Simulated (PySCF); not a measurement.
## Krypton: a sound run and one with changed settings

Sound run: Kr [Kr], Kr+ [Ar] 3d10 4s2 4p5. Calculation: PySCF 2.14, in pcseg-2; no relativity, point nucleus. In the sound run the correlated levels freeze [Ar] 3d10. The sound run starts from symmetry-adapted Hartree-Fock orbitals and uses a fine grid where one is needed.

Changed run: scalar relativity by spin-free X2C-1e. This setting is unsound on purpose.

```
species   method  sound run (hartree)  changed run (hartree)  converged
     Kr      UHF          -2752.02415            -2779.87557        yes
     Kr    M06-L          -2753.68145            -2781.52883        yes
     Kr    B3LYP          -2753.83709            -2781.67341        yes
     Kr      MP2          -2752.19482            -2780.04591        yes
     Kr  CCSD(T)          -2752.21595            -2780.06668        yes
    Kr+      UHF          -2751.54303            -2779.39418        yes
    Kr+    M06-L          -2753.17485            -2781.02218        yes
    Kr+    B3LYP          -2753.31608            -2781.15201        yes
    Kr+      MP2          -2751.67961            -2779.53025        yes
    Kr+  CCSD(T)          -2751.70395            -2779.55406        yes
```

Ionisation energy of Kr:

```csv
method,sound run (eV),changed run (eV)
UHF,13.092,13.099
M06-L,13.785,13.787
B3LYP,14.177,14.188
MP2,14.020,14.032
SCS-MP2,13.934,13.947
CCSD,13.896,13.912
CCSD(T),13.932,13.949
```

Most of the change in total energy is the relativistic energy itself. On top of that the contraction fixes the core shape for the Hamiltonian it was made with, so the changed run is not a good calculation with the other Hamiltonian either.

For comparison, NIST gives 14.000 eV between the lowest levels.
